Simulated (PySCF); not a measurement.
Match the calculated data to a structure.

All candidates are C6H11P.

| technique | computed result |
| --- | --- |
| Rotational structure | rotational constants A, B, C: 3.126, 1.488, 1.138 GHz [GFN2-xTB] |
| Triplet | lowest triplet excitation (Tamm–Dancoff): 4.16 eV [TDA wB97X-D/def2-SVPD] |
| Polarisability | 100.4 au [wB97X-D/def2-SVPD] |
| 13C NMR | chemical shifts (computed TMS as zero) by class: 153.2 (1 C), 143.4 (1 C), 125.8 (1 C), 123.3 (1 C), 44.5 (1 C), 15.3 (1 C) ppm [GIAO PBE0/pcSseg-1] |
| UV, first state | lowest singlet excitation: 5.62 eV (221 nm, f = 0.159) [TDDFT wB97X-D/def2-SVPD] |
| UV, strongest line | among the 8 lowest singlet transitions: S7 at 7.32 eV (169 nm, f = 0.277) [TDDFT wB97X-D/def2-SVPD] |

Gas-phase values; electronic properties from PySCF, density fitting. Levels stand in brackets. Isolated species at its GFN2-xTB geometry (one conformer only). NMR classes are plain means over equivalent atoms (diastereotopic ones count apart unless rotation or inversion swaps them), as if these changed places fast.

Question: Which candidate is it?
A. `C=CP(C)C(=C)C`
B. `CPC1=CCCC1`
C. `C=CCP(C)C=C`
D. `C1CP(C2CC2)C1`

Answer: C. It is `C=CCP(C)C=C`. Numbering: `[CH2:1]=[CH:2][CH2:3][P:4]([CH3:5])[CH:6]=[CH2:7]`. 6 carbons fall into 6 classes; from least to most shielded: alkene CH carbon [C6] (153.2 ppm), alkene CH carbon [C2] (143.4 ppm), terminal =CH2 carbon [C7] (125.8 ppm), terminal =CH2 carbon [C1] (123.3 ppm), sp3 carbon bound to phosphorus [C3] (44.5 ppm), sp3 carbon bound to phosphorus [C5] (15.3 ppm). The optimised geometry has point group C1 and is an asymmetric top.

The others, at the same levels:
- `C=CP(C)C(=C)C` fails: its computed 13C shifts are 159.2 (1 C), 152.9 (1 C), 139.0 (1 C), 121.2 (1 C), 26.6 (1 C), 14.6 (1 C) ppm, rotational constant A is 2.677 GHz (against 3.126 GHz) and smallest rotational constant is 1.273 GHz (against 1.138 GHz).
- `C1CP(C2CC2)C1` fails: it has 4 carbon classes against 6; its computed 13C shifts are 26.7 (1 C), 22.9 (2 C), 14.6 (1 C), 5.7 (2 C) ppm, rotational constant A is 4.651 GHz (against 3.126 GHz) and smallest rotational constant is 1.378 GHz (against 1.138 GHz).
- `CPC1=CCCC1` fails: its computed 13C shifts are 150.7 (1 C), 141.2 (1 C), 39.0 (1 C), 38.5 (1 C), 27.7 (1 C), 9.4 (1 C) ppm and rotational constant A is 4.746 GHz (against 3.126 GHz).

Each candidate is one conformer, not necessarily the lowest. Dipoles, sizes and rotational constants follow the conformer. The torsions of the flexible species, by atom-mapped SMILES:
- `[CH2:1]=[CH:2][CH2:3][P:4]([CH3:5])[CH:6]=[CH2:7]`: C1–C2–C3–P4 113°, C2–C3–P4–C5 -173°, C3–P4–C6–C7 -133°
- `[CH2:1]=[CH:2][P:3]([CH3:4])[C:5](=[CH2:6])[CH3:7]`: C1–C2–P3–C4 -145°, C2–P3–C5–C6 122°
- `[CH2:1]1[CH2:2][P:3]([CH:4]2[CH2:5][CH2:6]2)[CH2:7]1`: C2–P3–C4–C5 108°

The conformers of `CPC1=CCCC1` aren't listed.
